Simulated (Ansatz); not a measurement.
Correlation energies of ClHSb (`[Cl][SbH]`) radical by basis set

```xyz
3

Cl    1.5715    0.4595   -0.4461
Sb   -0.2290   -0.8828    0.2341
H    -1.3425    0.4233    0.2119
```

The species carries charge 0 and has multiplicity 2. Correlated methods include outer-core shells of Sb, which these sets cover unevenly. Sb takes the def2 core potential. All single points use the PBE0-D4/def2-TZVP geometry. Frozen core, unrestricted reference, Ansatz 0.2.0.

```tsv
basis	HF (Eh)	MP2 corr.
def2-SVP	-699.21238	-0.22884
def2-TZVPP	-699.38394	-0.51356
def2-QZVPP	-699.39942	-0.77178
```

(1) Estimate the CCSD correlation energy and the (T) correction in each basis where they were run (hartree).

## Answers

(1) 
| basis | CCSD corr. | (T) |
| --- | --- | --- |
| def2-SVP | -0.25726 | -0.00622 |
| def2-TZVPP | -0.52910 | -0.01773 |
